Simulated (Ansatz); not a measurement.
Born–Oppenheimer molecular dynamics of CH₅AlClNO (10 atoms, charge 0, multiplicity 1). It starts from a rough guess of a transition structure, not a stationary point.

Theory: UKS B3LYP/6-31G (Ansatz).

```yaml
ensemble: NVE (velocity Verlet)
time_step: 0.5 fs
steps_asked: 110
starting_velocities_drawn_for: 1000 K
seed: 651587
```

Frames 2.5 fs apart, positions in Å, forces in eV/Å.

Velocities at 5 fs (Å/ps):

```
Al 2.05 10.46 -6.76
Cl -4.72 -5.23 -0.60
N 3.84 1.03 -2.33
C -5.17 -10.86 6.34
H -4.46 68.43 96.14
O 7.77 -2.41 5.96
H -4.93 4.81 13.86
H 2.78 -14.58 -29.97
H -27.06 11.20 7.52
H 29.48 -12.45 -23.38
```

```xyz
10
Properties=species:S:1:pos:R:3:forces:R:3 time_fs=5 energy_less_start_eV=-0.432 T=1410
Al -0.822 -0.680 -0.684 1.84 0.35 -1.78
Cl 0.823 -0.532 -2.645 -1.28 -0.55 0.42
N 0.316 0.431 0.058 -4.90 -1.74 5.01
C 0.802 0.947 1.268 -0.71 1.66 1.62
H 0.828 0.402 -0.676 5.79 0.97 -5.90
O -2.095 -1.693 -0.736 -1.39 -0.93 0.11
H 1.133 1.974 1.049 0.08 0.14 0.46
H -0.154 1.042 1.875 1.73 -0.07 0.43
H 1.691 0.452 1.781 -1.31 -0.03 -0.47
H -2.734 -2.340 -1.032 0.15 0.20 0.12
10
Properties=species:S:1:pos:R:3:forces:R:3 time_fs=7.5 energy_less_start_eV=-1.090 T=2036
Al -0.814 -0.653 -0.703 2.17 0.24 -2.17
Cl 0.810 -0.545 -2.646 -1.28 -0.48 0.39
N 0.313 0.430 0.065 1.05 -0.87 -1.27
C 0.788 0.926 1.286 -0.78 3.20 0.12
H 1.013 0.606 -0.650 -0.15 -0.10 -0.42
O -2.078 -1.700 -0.721 -0.96 -0.56 0.20
H 1.120 1.982 1.098 -0.13 -0.49 0.44
H -0.113 1.006 1.828 -0.58 0.22 2.14
H 1.600 0.469 1.794 0.67 -1.22 0.48
H -2.657 -2.365 -1.087 -0.01 0.06 0.08
10
Properties=species:S:1:pos:R:3:forces:R:3 time_fs=10 energy_less_start_eV=-0.345 T=1336
Al -0.802 -0.626 -0.727 1.85 -0.22 -2.49
Cl 0.795 -0.560 -2.647 -1.23 -0.44 0.28
N 0.311 0.425 0.072 4.94 1.63 -3.32
C 0.769 0.919 1.307 -0.88 2.42 0.52
H 1.247 0.803 -0.723 -4.17 -2.09 2.31
O -2.064 -1.710 -0.705 -0.42 -0.07 0.29
H 1.102 1.966 1.172 0.02 -0.19 0.25
H -0.098 0.981 1.899 -0.99 0.16 1.81
H 1.541 0.418 1.829 0.99 -1.15 0.37
H -2.579 -2.386 -1.137 -0.10 -0.06 0.01
10
Properties=species:S:1:pos:R:3:forces:R:3 time_fs=12.5 energy_less_start_eV=-0.691 T=1670
Al -0.786 -0.600 -0.756 1.26 -0.75 -2.48
Cl 0.778 -0.575 -2.647 -1.20 -0.39 0.25
N 0.329 0.426 0.066 4.69 2.77 -1.97
C 0.745 0.924 1.331 -1.30 -0.52 3.46
H 1.245 0.882 -0.666 -4.08 -2.41 2.02
O -2.053 -1.720 -0.688 -0.14 0.09 0.12
H 1.086 1.942 1.261 0.38 0.60 0.01
H -0.129 0.964 2.067 0.89 -0.09 -0.73
H 1.531 0.308 1.881 -0.59 0.50 -0.86
H -2.506 -2.410 -1.185 0.10 0.20 0.18
10
Properties=species:S:1:pos:R:3:forces:R:3 time_fs=15 energy_less_start_eV=-1.412 T=2341
Al -0.767 -0.575 -0.791 0.77 -1.10 -1.92
Cl 0.758 -0.591 -2.646 -1.12 -0.29 0.24
N 0.365 0.439 0.053 -2.19 -0.15 3.77
C 0.716 0.927 1.371 -0.64 -1.54 3.68
H 1.022 0.830 -0.504 2.42 1.09 -3.06
O -2.042 -1.730 -0.671 0.30 0.49 0.05
H 1.091 1.947 1.351 0.28 0.17 -0.13
H -0.117 0.944 2.198 0.92 -0.11 -1.86
H 1.493 0.223 1.887 -0.83 1.25 -0.95
H -2.429 -2.422 -1.224 0.09 0.20 0.19
10
Properties=species:S:1:pos:R:3:forces:R:3 time_fs=17.5 energy_less_start_eV=-1.555 T=2477
Al -0.746 -0.553 -0.830 0.37 -1.31 -1.21
Cl 0.737 -0.607 -2.645 -0.94 -0.24 0.02
N 0.391 0.449 0.058 -3.51 -0.74 4.54
C 0.684 0.923 1.428 1.08 -0.25 0.50
H 0.964 0.867 -0.552 3.02 1.94 -3.00
O -2.029 -1.738 -0.653 0.75 0.99 0.07
H 1.109 1.959 1.434 -0.17 -0.79 -0.18
H -0.060 0.918 2.229 -0.98 -0.03 -0.76
H 1.413 0.204 1.841 0.43 0.47 0.00
H -2.347 -2.424 -1.252 -0.05 -0.04 0.02
10
Properties=species:S:1:pos:R:3:forces:R:3 time_fs=20 energy_less_start_eV=-0.826 T=1802
Al -0.725 -0.533 -0.872 0.17 -1.13 -0.42
Cl 0.715 -0.623 -2.644 -0.66 -0.26 -0.37
N 0.400 0.455 0.082 1.40 3.11 -2.03
C 0.657 0.918 1.487 2.11 0.91 -2.84
H 1.106 1.025 -0.787 -2.60 -2.19 3.76
O -2.014 -1.742 -0.635 0.91 1.02 -0.24
H 1.120 1.930 1.506 -0.32 -0.54 -0.12
H -0.063 0.889 2.222 -2.76 -0.05 1.02
H 1.360 0.210 1.797 1.78 -0.92 1.08
H -2.267 -2.426 -1.278 -0.04 0.04 0.16
10
Properties=species:S:1:pos:R:3:forces:R:3 time_fs=22.5 energy_less_start_eV=-0.741 T=1717
Al -0.703 -0.516 -0.915 0.01 -0.91 0.67
Cl 0.691 -0.640 -2.644 -0.32 -0.25 -0.75
N 0.414 0.474 0.099 1.02 2.75 -2.62
C 0.639 0.915 1.534 0.66 -1.62 -1.26
H 1.113 1.066 -0.819 -2.47 -2.11 4.09
O -1.996 -1.742 -0.619 1.05 1.00 -0.60
H 1.114 1.875 1.572 0.00 0.85 0.02
H -0.203 0.858 2.252 0.03 0.01 -0.84
H 1.396 0.176 1.810 0.08 0.13 0.94
H -2.190 -2.426 -1.293 -0.07 0.14 0.34
10
Properties=species:S:1:pos:R:3:forces:R:3 time_fs=25 energy_less_start_eV=-1.490 T=2425
Al -0.681 -0.501 -0.956 -0.32 -0.83 1.98
Cl 0.666 -0.658 -2.645 0.09 -0.21 -1.16
N 0.431 0.504 0.106 -1.66 0.27 0.20
C 0.625 0.906 1.575 -0.02 -2.68 -0.70
H 0.980 0.988 -0.617 0.43 0.26 1.05
O -1.973 -1.739 -0.604 1.25 1.30 -0.64
H 1.105 1.864 1.639 -0.18 0.87 0.10
H -0.349 0.827 2.240 2.04 0.12 -1.52
H 1.440 0.148 1.878 -1.41 0.99 0.49
H -2.117 -2.418 -1.290 -0.20 -0.10 0.20
10
Properties=species:S:1:pos:R:3:forces:R:3 time_fs=27.5 energy_less_start_eV=-0.985 T=1946
Al -0.659 -0.488 -0.993 -0.49 -0.54 3.10
Cl 0.642 -0.676 -2.648 0.54 -0.21 -1.68
N 0.437 0.530 0.119 -7.43 -5.40 6.93
C 0.612 0.884 1.612 0.31 -0.69 -1.51
H 0.938 0.984 -0.432 6.55 5.65 -6.05
O -1.946 -1.731 -0.592 1.34 1.47 -0.67
H 1.083 1.897 1.711 -0.82 -0.53 -0.08
H -0.384 0.804 2.145 1.39 0.07 -0.40
H 1.407 0.171 1.976 -1.11 0.43 0.25
H -2.056 -2.417 -1.276 -0.28 -0.25 0.12
10
Properties=species:S:1:pos:R:3:forces:R:3 time_fs=30 energy_less_start_eV=-1.066 T=2030
Al -0.639 -0.476 -1.022 -0.55 -0.05 3.89
Cl 0.619 -0.694 -2.654 0.98 -0.29 -2.25
N 0.419 0.541 0.155 2.23 2.22 -2.31
C 0.600 0.859 1.640 1.20 1.66 -2.96
H 1.172 1.214 -0.502 -2.72 -2.65 2.41
O -1.914 -1.717 -0.582 1.23 1.21 -0.91
H 1.016 1.904 1.778 -0.73 -0.90 -0.22
H -0.352 0.783 2.032 -1.91 -0.15 1.56
H 1.316 0.216 2.092 0.51 -1.02 0.46
H -2.012 -2.428 -1.252 -0.24 -0.03 0.32
10
Properties=species:S:1:pos:R:3:forces:R:3 time_fs=32.5 energy_less_start_eV=-0.419 T=1406
Al -0.620 -0.464 -1.044 -0.62 0.23 4.55
Cl 0.598 -0.713 -2.664 1.32 -0.33 -2.68
N 0.408 0.560 0.182 3.37 2.40 -2.74
C 0.593 0.840 1.655 -1.15 0.50 -1.67
H 1.282 1.321 -0.462 -3.44 -3.24 2.23
O -1.877 -1.699 -0.576 1.08 1.06 -0.91
H 0.908 1.865 1.832 0.05 0.29 -0.16
H -0.409 0.756 1.999 -0.91 -0.13 1.21
H 1.246 0.209 2.231 0.50 -0.84 -0.19
H -1.982 -2.442 -1.209 -0.21 0.07 0.35
```

Of the whole run (55 fs, mean temperature of the second half 2083 K): The conserved energy stayed within 2.8 meV per atom of its start (net change -0.09 meV per atom), so there is no drift, though single steps change it by up to 30 meV in the whole system, a sign of fast motions only just resolved. The kinetic energy rose, since the run started high on the potential surface and went downhill. A run of 0.055 ps of so small a system gives no equilibrium averages. The orbitals were unrestricted but ended closed-shell. Limits of this set-up: no polarisation functions.

Run time: 12 min on 1 thread of Intel(R) Xeon(R) Platinum 8175M CPU @ 2.50GHz (Skylake/Cascade Lake) (shared host), peak memory 0.22 GiB.
